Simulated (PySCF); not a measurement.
Isomers of C3H8Si. All species are isolated molecules in the gas phase. One relaxed conformer stands for each flexible species; it need not be the lowest. Strings in code marks are SMILES.

The numbers are results of PySCF with PBE-D3(BJ)/def2-TZVP // PBE0-D3(BJ)/def2-TZVP, not measurements. All candidates: neutral, multiplicity 1. 

The HOMO comes out as -6.43 eV and the LUMO is -1.19 eV. The dipole moment comes out as 1.41 D.

Q: Which member has these values?
(A) `C1C[SiH2]C1`
(B) `C/C=C/[SiH3]`
(C) `C=C(C)[SiH3]`
(D) `C=[Si](C)C`

A: B, `C/C=C/[SiH3]`. The others give `C=C(C)[SiH3]`: -6.50 eV, -1.23 eV, 0.82 D; `C=[Si](C)C`: -4.93 eV, -0.97 eV, 1.95 D; `C1C[SiH2]C1`: -6.59 eV, -0.37 eV, 0.63 D
